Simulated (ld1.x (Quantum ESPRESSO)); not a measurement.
## Before and after: RRKJ potential for mercury (Hg)

```json
{"Element": "Hg", "Generator": "ld1.x (Quantum ESPRESSO) 7.5", "Type": "norm-conserving RRKJ (Kleinman–Bylander form)", "Functional": "PBEsol", "Relativity": "scalar-relativistic", "Frozen core": "[Xe] 4f14", "Valence charge": "12", "Reference configuration": "5d10 6s1.5 6p0.5", "Partial waves": "6s (bound): rc 2.15 bohr; 5d (bound): rc 1.95 bohr; 6p (bound): rc 2.35 bohr", "Local potential": "the p channel", "Core correction": "Bessel-smoothed model core inside 1.45 bohr", "rho0": "0.001"}
```

All-electron outer shells of the reference configuration (PBEsol, scalar-relativistic, ld1.x):

```tsv
shell	level (eV)	outermost node (bohr)	outermost maximum (bohr)
4f	-97.14	–	0.37
5p	-67.73	0.51	0.93
5d	-11.03	0.55	1.17
6s	-7.72	1.08	2.18
6p	-1.58	1.27	3.18
```

Change: wave 6s (bound): rc 2.15 bohr becomes 6s (bound): rc 3.22 bohr.

Cutoffs: the cutoffs (Ry, on a coarse ladder) from which the occupation-weighted sum of valence levels, in a spherical-Bessel basis at the reference potential, stays within 10 and 1 mRy of its value at 400 Ry; they do not see the model core or the augmentation charge, which bear on the density cutoff. Errors are all-electron minus pseudo energies relative to the spin-unpolarised reference configuration.

Question: How do hardness, ghosts and transferability respond?

Answer: The potential gets neither clearly harder nor softer (40 Ry and 45 Ry → 40 Ry and 45 Ry); the d channel sets the loose cutoff, while the largest relative change is in s, which becomes softer; of the 7 tests that both files solve, the error grows in 3 and shrinks in 2 by more than 15 % and 0.3 meV (median size 55.0 → 33.3 meV); neither file shows a bound ghost.

```csv
quantity,base,changed
"cutoff, loose",40 Ry,40 Ry
"cutoff, tight",45 Ry,45 Ry
loose cutoff by channel (10 mRy a level),"s 15 Ry, d 35 Ry, p 6 Ry","s 8 Ry, d 35 Ry, p 6 Ry"
bound ghosts,none,none
"error for 5d10 6s2 6p0, meV [ΔE -3.00 eV]",0.0,-0.3
"error for 5d10 6s1 6p0, meV [ΔE 7.74 eV]",-7.5,-5.9
"error for 5d10 6s0 6p0, meV [ΔE 26.74 eV]",-55,-58
"error for 5d9 6s2 6p0, meV [ΔE 12.54 eV]",-89,-33
"error for 5d8 6s0 6p0, meV [ΔE 112.08 eV]",-819,-1027
"error for 5d9 6s0 6p0, meV [ΔE 62.30 eV]",-236,-331
"error for 5d10 6s1 6p1, meV [ΔE 3.13 eV]",-1.8,-2.5
```
